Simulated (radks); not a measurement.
Species: Pt3+. Configuration: [Xe] 4f13 5d6 6s1 6p1 (not the ground configuration). Calculated with a radial shooting solver on a logarithmic mesh with Libxc functionals: scalar-relativistic Kohn-Sham, r2SCAN, spin-polarised, spherical densities, finite nucleus; open shells are filled with parallel spins first (spin-orbit coupling, left out, can overturn this in heavy ions); meta-GGA in the generalised Kohn-Sham scheme; Fermi nuclear charge, rms radius 5.427 fm.

Normalised radial functions P(r) = r R(r), r in bohr:

| r | 5p up | 5d down | 6s up |
|---|---|---|---|
| 0.001845 | 0.0064 | 0.0000 | 0.0517 |
| 0.00291 | 0.0135 | 0.0002 | 0.0680 |
| 0.004592 | 0.0283 | 0.0005 | 0.0834 |
| 0.007187 | 0.0568 | 0.0017 | 0.0905 |
| 0.01134 | 0.1094 | 0.0056 | 0.0756 |
| 0.01789 | 0.1910 | 0.0176 | 0.0216 |
| 0.028 | 0.2771 | 0.0500 | -0.0687 |
| 0.04418 | 0.2785 | 0.1256 | -0.1390 |
| 0.0697 | 0.0484 | 0.2496 | -0.0647 |
| 0.1091 | -0.3367 | 0.3259 | 0.1460 |
| 0.1721 | -0.3032 | 0.1251 | 0.1394 |
| 0.2716 | 0.4113 | -0.3503 | -0.2230 |
| 0.4251 | 0.4580 | -0.4070 | -0.1280 |
| 0.6707 | -0.6748 | 0.3299 | 0.4107 |
| 1.058 | -1.1145 | 0.9467 | 0.0774 |
| 1.656 | -0.4982 | 0.7381 | -0.7081 |
| 2.613 | -0.0692 | 0.2514 | -0.6521 |
| 4.123 | -0.0021 | 0.0300 | -0.1600 |
| 6.453 | 0.0000 | 0.0008 | -0.0078 |

5p up: eigenvalue -106.90 eV, 3 radial nodes at r = 0.0739, 0.214, 0.523 bohr, <r> = 1.07 bohr, 90 % of the charge inside 1.54 bohr. 5d down: eigenvalue -45.092 eV, 2 radial nodes at r = 0.196, 0.566 bohr, <r> = 1.37 bohr, 90 % of the charge inside 2.05 bohr. 6s up: eigenvalue -38.758 eV, 5 radial nodes at r = 0.0202, 0.0808, 0.208, 0.471, 1.10 bohr, <r> = 2.19 bohr, 90 % of the charge inside 3.11 bohr.
